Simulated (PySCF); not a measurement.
Excitations are Tamm–Dancoff values on a coarser integration grid. The basis has no diffuse functions, so Rydberg states are missing or too high.

# H3InS3, SMILES `[SH][In]([SH])[SH]` (charge 0, multiplicity 1)

These are PBE-D3(BJ)/def2-TZVP // PBE0-D3(BJ)/def2-SVP (PySCF 2.14.0) values and carry that method's errors.

```yaml
HOMO: -6.38 eV
dipole_moment: 1.33 D
HOMO–LUMO gap: 3.66 eV
LUMO: -2.73 eV
S1 excitation (TDA): 3.77 eV
S1 oscillator strength: 0.000
T1 excitation (TDA): 3.50 eV
S1–T1 gap (TDA): 0.27 eV
total_energy: -1386.1557 Ha
cost: around 5 core-minutes (rough)
```

```xyz
7

S     -0.1386     2.0843     0.0477
In     0.2367    -0.2883    -0.0167
S      2.4782    -1.1207    -0.1372
S     -1.5722    -1.8622     0.0331
H     -1.4831     1.9541     0.0922
H      3.0117     0.1216    -0.1457
H     -2.5147    -0.8969     0.1146
```
